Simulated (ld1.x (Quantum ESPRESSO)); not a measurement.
## zinc (Zn): TM pseudisation with LDA (PZ), scalar-relativistic reference atom.

Input for ld1.x (Quantum ESPRESSO) 7.5:

```
&input
   title='Zn', zed=30., rel=1, dft='PZ', iswitch=3,
   config='[Ar] 3d10 4s1 4p0',
   nld=3, rlderiv=1.20, eminld=-12.0, emaxld=5.0, deld=0.04
 /
 &inputp
   pseudotype=2, tm=.true., lloc=0,
   nlcc=.false.,
   file_pseudopw='Zn.UPF', file_wfcaegen='ae.wfc', file_wfcncgen='nc.wfc', file_beta='beta', file_chi='chi'
 /
3
3P  2  1   6.00   0.00  0.70  0.70  0.0
3D  3  2  10.00   0.00  1.10  1.10  0.0
3S  1  0   2.00   0.00  0.80  0.80  0.0
 &test
   configts(1)='3s2 3p6 3d10 4s1 4p0'
 /
```

Command:

```bash
ld1.x < Zn.in > Zn.out
```

Output (shortened: banner, matrices, multipoles, cross overlaps and the repeated all-electron block are left out):

```
Program LD1 v.7.5
     --------------------------- All-electron run ----------------------------

     Zn
     scalar relativistic calculation

     atomic number is 30.00
     dft =PZ   lsd =0 sic =0 latt =0  beta=0.20 tr2=1.0E-14
     Exchange-correlation= PZ
                           (   1   1   0   0   0   0   0)
     mesh =1201 r(mesh) =  99.36527 a.u. xmin = -7.00 dx = 0.01250
     1 Ry =  13.60569312 eV, c = 137.03599908

     n l     nl                  e(Ry)          e(Ha)          e(eV)
     1 0     1S 1( 2.00)      -699.4879      -349.7440     -9517.0180
     2 0     2S 1( 2.00)       -85.6826       -42.8413     -1165.7718
     2 1     2P 1( 6.00)       -74.4593       -37.2297     -1013.0707
     3 0     3S 1( 2.00)       -10.1705        -5.0852      -138.3763
     3 1     3P 1( 6.00)        -6.8371        -3.4186       -93.0237
     3 2     3D 1(10.00)        -1.4787        -0.7393       -20.1183
     4 0     4S 1( 1.00)        -1.0545        -0.5273       -14.3476
     4 1     4P 1( 0.00)        -0.5879        -0.2940        -7.9990

     final scf error:  3.7E-15 reached in  28 iterations

     Etot =   -3585.883189 Ry,   -1792.941594 Ha,  -48788.426244 eV

     Ekin =    3641.564512 Ry,    1820.782256 Ha,   49546.009240 eV
     Encl =   -8626.417478 Ry,   -4313.208739 Ha, -117368.388957 eV
     Eh   =    1536.046718 Ry,     768.023359 Ha,   20898.980274 eV
     Exc  =    -137.076942 Ry,     -68.538471 Ha,   -1865.026802 eV

     normalization and overlap integrals

     s(1S/1S) =  1.000000  <r> =   0.0504  <r2> =    0.0034  r(max) =   0.0329
     s(2S/2S) =  1.000000  <r> =   0.2266  <r2> =    0.0606  r(max) =   0.1894
     s(2P/2P) =  1.000000  <r> =   0.1985  <r2> =    0.0483  r(max) =   0.1513
     s(3S/3S) =  1.000000  <r> =   0.6826  <r2> =    0.5390  r(max) =   0.5908
     s(3P/3P) =  1.000000  <r> =   0.7144  <r2> =    0.6039  r(max) =   0.5908
     s(3D/3D) =  1.000000  <r> =   0.8975  <r2> =    1.0785  r(max) =   0.5620
     s(4S/4S) =  1.000000  <r> =   2.3781  <r2> =    6.5041  r(max) =   1.9864
     s(4P/4P) =  1.000000  <r> =   3.0802  <r2> =   11.0237  r(max) =   2.5189

     ------------------------ End of All-electron run ------------------------

     --------------------- Generating NC pseudopotential ---------------------

      Generating local pot.: lloc=0, matching radius rcloc =   0.8000

      Wfc   3P  rcut= 0.704  Using Troullier-Martins method

      Wfc   3D  rcut= 1.104  Using Troullier-Martins method

     ------------------- End of pseudopotential generation -------------------

     Computing logarithmic derivative in   1.19730
     Computing logarithmic derivative in   1.19730
     Computing the partial wave expansion
       no projector for channel:   0
     R is outside the sphere for l=    1 j= 0.00
     R is outside the sphere for l=    2 j= 0.00

     ---------------------- Testing the pseudopotential ----------------------

     Zn
     scalar relativistic calculation

     atomic number is 30.00   valence charge is 20.00
     dft =PZ   lsd =0 sic =0 latt =0  beta=0.20 tr2=1.0E-14
     mesh =1201 r(mesh) =  99.36527 xmin = -7.00 dx = 0.01250

     n l     nl             e AE (Ry)        e PS (Ry)    De AE-PS (Ry)
     1 0     3S   1( 2.00)      -10.17047      -10.17065        0.00018
     2 1     3P   1( 6.00)       -6.83712       -6.83737        0.00026
     3 2     3D   1(10.00)       -1.47867       -1.47868        0.00001
     2 0     4S   1( 1.00)       -1.05453       -1.06857        0.01405  !
     3 1     4P   1( 0.00)       -0.58792       -0.58995        0.00203

     eps = 3.3E-15  iter = 17

     Etot =   -3585.883189 Ry,   -1792.941594 Ha,  -48788.426244 eV
     Etotps =  -447.586460 Ry,    -223.793230 Ha,   -6089.724023 eV

     Ekin =     261.331919 Ry,     130.665959 Ha,    3555.601890 eV
     Encl =    -957.198633 Ry,    -478.599316 Ha,  -13023.350856 eV
     Ehrt =     383.113340 Ry,     191.556670 Ha,    5212.522540 eV
     Ecxc =     -40.136600 Ry,     -20.068300 Ha,    -546.086263 eV
     Epseu=     -94.696486 Ry,     -47.348243 Ha,   -1288.411333 eV

     ---------------------- End of pseudopotential test ----------------------
```

Generation and configuration tests took about 1.4 s on one core of a shared server CPU.

Transferability test of the new file with ld1.x, input:

```
&input
   title='Zn', zed=30., rel=1, dft='PZ', iswitch=2,
   config='[Ar] 3d10 4s1 4p0'
 /
 &test
   file_pseudo='Zn.UPF', nconf=10,
   configts(1)='3s2 3p6 3d10 4s1 4p0',
   configts(2)='3s2 3p6 3d10 4s2 4p0',
   configts(3)='3s2 3p6 3d10 4s0 4p0',
   configts(4)='3s2 3p6 3d9 4s0 4p0',
   configts(5)='3s1 3p6 3d10 4s2 4p0',
   configts(6)='3s2 3p6 3d9 4s2 4p0',
   configts(7)='3s2 3p6 3d10 4s0 4p1',
   configts(8)='3s2 3p5 3d10 4s2 4p0',
   configts(9)='3s2 3p6 3d10 4s1 4p0', lsdts(9)=1,
   configts(10)='3s2 3p6 3d9 4s0 4p0', lsdts(10)=1
 /
```

```bash
ld1.x < Zn.test.in > Zn.test.out
```

Pseudopotential blocks of its output, shortened (energy terms left out; the distinct warnings before each block abridged to one line each):

```
     ---------------------- Testing the pseudopotential ----------------------

     n l     nl             e AE (Ry)        e PS (Ry)    De AE-PS (Ry)
     1 0     3S   1( 2.00)      -10.17047      -10.17065        0.00018
     2 1     3P   1( 6.00)       -6.83712       -6.83737        0.00026
     3 2     3D   1(10.00)       -1.47867       -1.47868        0.00001
     2 0     4S   1( 1.00)       -1.05453       -1.06857        0.01405  !
     3 1     4P   1( 0.00)       -0.58792       -0.58995        0.00203

     eps = 4.3E-15  iter = 17

     Etot =   -3585.883189 Ry,   -1792.941594 Ha,  -48788.426244 eV
     Etotps =  -447.586460 Ry,    -223.793230 Ha,   -6089.724019 eV

     ---------------------- End of pseudopotential test ----------------------

          ---------------------- Testing the pseudopotential ----------------------

     n l     nl             e AE (Ry)        e PS (Ry)    De AE-PS (Ry)
     1 0     3S   1( 2.00)       -9.45374       -9.44814       -0.00561  !
     2 1     3P   1( 6.00)       -6.11955       -6.11405       -0.00550  !
     3 2     3D   1(10.00)       -0.76600       -0.75968       -0.00632  !
     2 0     4S   1( 2.00)       -0.45758       -0.46562        0.00804  !
     3 1     4P   1( 0.00)       -0.09070       -0.09013       -0.00057

     eps = 9.0E-16  iter = 17

     Etot =   -3586.632149 Ry,   -1793.316075 Ha,  -48798.616369 eV
     Etotps =  -448.346477 Ry,    -224.173239 Ha,   -6100.064581 eV
     dEtot_ae =      -0.748960 Ry
     dEtot_ps =      -0.760017 Ry,   Delta E=       0.011057 Ry

     ---------------------- End of pseudopotential test ----------------------

          ---------------------- Testing the pseudopotential ----------------------

     n l     nl             e AE (Ry)        e PS (Ry)    De AE-PS (Ry)
     1 0     3S   1( 2.00)      -10.99538      -11.00291        0.00753  !
     2 1     3P   1( 6.00)       -7.66275       -7.67024        0.00750  !
     3 2     3D   1(10.00)       -2.29479       -2.30277        0.00798  !
     2 0     4S   1( 0.00)       -1.70832       -1.72998        0.02166  !
     3 1     4P   1( 0.00)       -1.15374       -1.16010        0.00636  !

     eps = 6.6E-15  iter = 17

     Etot =   -3584.503714 Ry,   -1792.251857 Ha,  -48769.657528 eV
     Etotps =  -446.189246 Ry,    -223.094623 Ha,   -6070.713949 eV
     dEtot_ae =       1.379475 Ry
     dEtot_ps =       1.397214 Ry,   Delta E=      -0.017739 Ry

     ---------------------- End of pseudopotential test ----------------------

          ---------------------- Testing the pseudopotential ----------------------

     n l     nl             e AE (Ry)        e PS (Ry)    De AE-PS (Ry)
     1 0     3S   1( 2.00)      -12.53353      -12.54671        0.01318  !
     2 1     3P   1( 6.00)       -9.18612       -9.19903        0.01291  !
     3 2     3D   1( 9.00)       -3.75316       -3.76221        0.00905  !
     2 0     4S   1( 0.00)       -2.62200       -2.65471        0.03271  !
     3 1     4P   1( 0.00)       -1.95557       -1.96623        0.01065  !

     eps = 2.9E-15  iter = 20

     Etot =   -3581.498312 Ry,   -1790.749156 Ha,  -48728.766951 eV
     Etotps =  -443.174826 Ry,    -221.587413 Ha,   -6029.700685 eV
     dEtot_ae =       4.384877 Ry
     dEtot_ps =       4.411634 Ry,   Delta E=      -0.026756 Ry

     ---------------------- End of pseudopotential test ----------------------

          ---------------------- Testing the pseudopotential ----------------------

     n l     nl             e AE (Ry)        e PS (Ry)    De AE-PS (Ry)
     1 0     3S   1( 1.00)      -10.80677      -10.80054       -0.00623  !
     2 1     3P   1( 6.00)       -7.45811       -7.45078       -0.00733  !
     3 2     3D   1(10.00)       -2.02789       -2.02234       -0.00555  !
     2 0     4S   1( 2.00)       -1.19815       -1.21260        0.01445  !
     3 1     4P   1( 0.00)       -0.67956       -0.67966        0.00010

     eps = 8.1E-15  iter = 19

     Etot =   -3576.528390 Ry,   -1788.264195 Ha,  -48661.147725 eV
     Etotps =  -438.246486 Ry,    -219.123243 Ha,   -5962.647204 eV
     dEtot_ae =       9.354799 Ry
     dEtot_ps =       9.339974 Ry,   Delta E=       0.014825 Ry

     ---------------------- End of pseudopotential test ----------------------

          ---------------------- Testing the pseudopotential ----------------------

     n l     nl             e AE (Ry)        e PS (Ry)    De AE-PS (Ry)
     1 0     3S   1( 2.00)      -10.71451      -10.70823       -0.00628  !
     2 1     3P   1( 6.00)       -7.36821       -7.36209       -0.00612  !
     3 2     3D   1( 9.00)       -1.95762       -1.94697       -0.01065  !
     2 0     4S   1( 2.00)       -1.19109       -1.20577        0.01469  !
     3 1     4P   1( 0.00)       -0.67669       -0.67718        0.00049

     eps = 1.5E-15  iter = 15

     Etot =   -3585.294081 Ry,   -1792.647041 Ha,  -48780.411025 eV
     Etotps =  -447.016379 Ry,    -223.508189 Ha,   -6081.967670 eV
     dEtot_ae =       0.589108 Ry
     dEtot_ps =       0.570081 Ry,   Delta E=       0.019027 Ry

     ---------------------- End of pseudopotential test ----------------------

          ---------------------- Testing the pseudopotential ----------------------

     n l     nl             e AE (Ry)        e PS (Ry)    De AE-PS (Ry)
     1 0     3S   1( 2.00)      -10.30442      -10.30967        0.00525  !
     2 1     3P   1( 6.00)       -6.97112       -6.97642        0.00531  !
     3 2     3D   1(10.00)       -1.60833       -1.61343        0.00510  !
     2 0     4S   1( 0.00)       -1.13704       -1.15414        0.01710  !
     3 1     4P   1( 1.00)       -0.65816       -0.66224        0.00409

     eps = 3.9E-15  iter = 16

     Etot =   -3585.411066 Ry,   -1792.705533 Ha,  -48782.002680 eV
     Etotps =  -447.101829 Ry,    -223.550914 Ha,   -6083.130279 eV
     dEtot_ae =       0.472123 Ry
     dEtot_ps =       0.484631 Ry,   Delta E=      -0.012508 Ry

     ---------------------- End of pseudopotential test ----------------------

          ---------------------- Testing the pseudopotential ----------------------

     n l     nl             e AE (Ry)        e PS (Ry)    De AE-PS (Ry)
     1 0     3S   1( 2.00)      -10.79083      -10.78319       -0.00764  !
     2 1     3P   1( 5.00)       -7.44373       -7.43399       -0.00974  !
     3 2     3D   1(10.00)       -2.01417       -2.00847       -0.00570  !
     2 0     4S   1( 2.00)       -1.19808       -1.21243        0.01435  !
     3 1     4P   1( 0.00)       -0.67975       -0.67978        0.00003

     eps = 3.9E-15  iter = 20

     Etot =   -3579.876492 Ry,   -1789.938246 Ha,  -48706.700967 eV
     Etotps =  -441.595978 Ry,    -220.797989 Ha,   -6008.219364 eV
     dEtot_ae =       6.006697 Ry
     dEtot_ps =       5.990482 Ry,   Delta E=       0.016215 Ry

     ---------------------- End of pseudopotential test ----------------------

          BEWARE! Errors in PS-KS equations
     ---------------------- Testing the pseudopotential ----------------------

     n l     nl             e AE (Ry)        e PS (Ry)    De AE-PS (Ry)
     1 0     3S   1( 1.00)      -10.16753      -10.16806        0.00053
     2 1     3P   1( 3.00)       -6.83491       -6.83548        0.00057
     3 2     3D   1( 5.00)       -1.48160       -1.48205        0.00045
     2 0     4S   1( 1.00)       -1.08507       -1.09908        0.01401  !
     3 1     4P   1( 0.00)       -0.61408       -0.61603        0.00195
     1 0     3S   2( 1.00)      -10.16534      -10.16527       -0.00007
     2 1     3P   2( 3.00)       -6.83131       -6.83137        0.00006
     3 2     3D   2( 5.00)       -1.46749       -1.46723       -0.00027
     2 0     4S   2( 0.00)       -1.00933       -1.02377        0.01444  !
     3 1     4P   2( 0.00)       -0.54694       -0.54941        0.00246

     eps = 5.5E-15  iter = 19

     Etot =   -3585.901422 Ry,   -1792.950711 Ha,  -48788.674322 eV
     Etotps =  -447.604624 Ry,    -223.802312 Ha,   -6089.971151 eV
     dEtot_ae =      -0.018233 Ry
     dEtot_ps =      -0.018164 Ry,   Delta E=      -0.000070 Ry

     ---------------------- End of pseudopotential test ----------------------

          ---------------------- Testing the pseudopotential ----------------------

     n l     nl             e AE (Ry)        e PS (Ry)    De AE-PS (Ry)
     1 0     3S   1( 1.00)      -12.57481      -12.59409        0.01928  !
     2 1     3P   1( 3.00)       -9.22641       -9.24540        0.01900  !
     3 2     3D   1( 5.00)       -3.79130       -3.80415        0.01284  !
     2 0     4S   1( 0.00)       -2.63245       -2.66579        0.03334  !
     3 1     4P   1( 0.00)       -1.96320       -1.97423        0.01103  !
     1 0     3S   2( 1.00)      -12.48807      -12.49444        0.00637  !
     2 1     3P   2( 3.00)       -9.14177       -9.14794        0.00617  !
     3 2     3D   2( 4.00)       -3.71136       -3.71617        0.00480
     2 0     4S   2( 0.00)       -2.61059       -2.64255        0.03196  !
     3 1     4P   2( 0.00)       -1.94721       -1.95743        0.01022  !

     eps = 2.9E-15  iter = 14

     Etot =   -3581.518294 Ry,   -1790.759147 Ha,  -48729.038816 eV
     Etotps =  -443.196816 Ry,    -221.598408 Ha,   -6029.999875 eV
     dEtot_ae =       4.364895 Ry
     dEtot_ps =       4.389644 Ry,   Delta E=      -0.024748 Ry

     ---------------------- End of pseudopotential test ----------------------
```
